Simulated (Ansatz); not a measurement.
A run for Ansatz (a quantum-chemistry and plane-wave program): R-CCSD(T)/def2-TZVPPD on CH4Mg (SMILES [CH3][MgH]), atoms moved off the minimum. Files ending in .json are basis or fitting sets from the Basis Set Exchange.

Ansatz 0.2 input:
```yaml
crystal:
  periodic: [false, false, false]
  atoms:
    - {symbol: Mg, position_ang: [-0.72509241, -0.46525192, -0.10937041]}
    - {symbol: H, position_ang: [-2.22980466, -1.15982577, -0.27876935]}
    - {symbol: C, position_ang: [1.16620166, 0.48536094, 0.10366700]}
    - {symbol: H, position_ang: [1.42074493, 0.29592006, 1.27273149]}
    - {symbol: H, position_ang: [0.95902864, 1.76392076, 0.19279125]}
    - {symbol: H, position_ang: [1.79106638, 0.27869760, -0.65605698]}
basis:
  gaussian:
    orbitals: def2-TZVPPD.json
magnetization: {spin_polarized: false}
correlation: {method: ccsd_t, electrons: outside_noble_gas}
scf: {lower_state_search: off}
output: {forces: true}
```

Output:

```
WARN ansatz: RAYON_NUM_THREADS=1 ignored (pool sized by the plan → 1); use --threads N
Functional definition: HF
these checks for a lower state are left out or cut short: starts, cluster_reference, orbital_swaps, neighbouring_geometries, increment
integrals: 0.28 GiB planned
882 factors; integrals over basis functions are off by at most 1.2e-3 eV
mean field: 0.25 GiB planned
mean field evaluation 1: about -6521.7377 eV, gradient 2.7e1 eV
mean field evaluation 2: about -6521.7377 eV, gradient 2.7e1 eV
mean field evaluation 4: about -6523.8409 eV, gradient 2.2e0 eV
mean field evaluation 8: about -6523.8701 eV, gradient 6.1e-4 eV
mean field -6523.87008118 eV, -239.7478034452 hartree, gradient 2.8e-6 eV, S^2 0.000000; 0 other end points of the search recorded, 0 dependent functions left out
6 core orbitals not correlated
reference -6523.87008118 eV, -239.7478034452 hartree; 5, 5 occupied and 129, 129 virtual orbitals, 882 factors
too little memory for Intel AMX tiles; the run may be slower
densities: 1.27 GiB planned
second order -6.45606134 eV of doubles, -0.00000000 eV of singles
coupled cluster: 0.72 GiB planned
cycle   1  -6.89552045 eV  change   -4.4e-1 eV  update   6.2e-2
cycle   2  -7.12635022 eV  change   -2.3e-1 eV  update   2.1e-2
cycle   3  -7.16019332 eV  change   -3.4e-2 eV  update   7.7e-3
cycle   4  -7.16019372 eV  change   -4.0e-7 eV  update   2.6e-3
cycle   5  -7.16022514 eV  change   -3.1e-5 eV  update   8.7e-4
cycle   6  -7.16011219 eV  change    1.1e-4 eV  update   3.1e-4
cycle   7  -7.16006578 eV  change    4.6e-5 eV  update   1.1e-4
cycle   8  -7.16007213 eV  change   -6.3e-6 eV  update   4.0e-5
cycle   9  -7.16006723 eV  change    4.9e-6 eV  update   1.3e-5
cycle  10  -7.16006188 eV  change    5.4e-6 eV  update   5.0e-6
perturbative correction -0.24965327 eV, -0.0091745883 hartree
the calculation of the forces begins
Total energy: -6531.27979632 eV, -240.0201054545 hartree
Atom 0 at    -0.725092    -0.465252    -0.109370 Å, force     0.504764     0.409883    -0.008076 eV/Å
Atom 1 at    -2.229805    -1.159826    -0.278769 Å, force    -0.412591    -0.223982    -0.024956 eV/Å
Atom 2 at     1.166202     0.485361     0.103667 Å, force    -3.903824     3.974667     5.628380 eV/Å
Atom 3 at     1.420745     0.295920     1.272731 Å, force     0.289107     0.019500    -2.937652 eV/Å
Atom 4 at     0.959029     1.763921     0.192791 Å, force     0.595483    -3.512111    -0.632168 eV/Å
Atom 5 at     1.791066     0.278698    -0.656057 Å, force     2.927061    -0.667957    -2.025528 eV/Å
Dipole moment:     0.042645    -0.047392     0.009497 e Å
Checks for a lower state left out: starts, cluster_reference, orbital_swaps, neighbouring_geometries, increment
```

The calculation finished and met its thresholds.

Cost: about 50 core-seconds (a rough figure).
